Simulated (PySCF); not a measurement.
Bonds (- single, = double, # triple, : aromatic): C1-C2, C2-O3, O3-B4, B4-C5, C5:C6, C6:C7, C7:C8, C8:C9, C9:C10, C10:C5. C1 carries H11, H12, H13; C2 carries H14, H15; B4 carries H16; C6 carries H17; C7 carries H18; C8 carries H19; C9 carries H20; C10 carries H21.

- GIAO CAM-B3LYP/pcSseg-1 shieldings
- PBE0-D3(BJ)/def2-SVP structure
- run in PySCF 2.14
- one averaged value for each set of equivalent atoms, non-relativistic Hamiltonian, no solvent model, a single conformation

δ = σ(ref) − σ, references computed at the same level: TMS for 13C (σref 182.45), 1H (σref 31.33); 17O (σref 338.55) vs H2O; 11B (σref 99.35) against BF3·OEt2.

```csv
atoms,nucleus,count,δ (ppm)
B4,11B,1,45.7
H14/H15,1H,2,4.26
H18/H20,1H,2,7.44
H11/H12/H13,1H,3,1.36
H16,1H,1,5.42
C1,13C,1,20.7
C7/C9,13C,2,136.2
H17/H21,1H,2,?
O3,17O,1,?
C6/C10,13C,2,?
C8,13C,1,141.9
C5,13C,1,145.4
C2,13C,1,71.6
H19,1H,1,?
```

Fill in the missing shifts.

## Answers


- C6/C10: 146.9 ppm, aromatic CH
- H17/H21: 8.01 ppm, hydrogen on an aromatic CH; it sits in the deshielding region of the aromatic ring current
- H19: 7.52 ppm, hydrogen on an aromatic CH; aromatic region
- O3: 207.5 ppm, oxygen bonded to C, B

Hydrogens on boron are broadened and split by 11B (spin 3/2, 80 %) and 10B (spin 3). A carbon bonded to boron is broadened by the quadrupolar boron nucleus and is often missing from a measured spectrum. Shifts are as computed, not scaled to solution data. Of 1313 compounds with measured shifts, 239 miss one by over three times the rms of a fit or turn the order of signals round; such compounds aren't used in these exercises. Experimental scales use liquid or dissolved standards, which lie at an offset from isolated H2O (liquid H2O: subtract about 36 ppm).
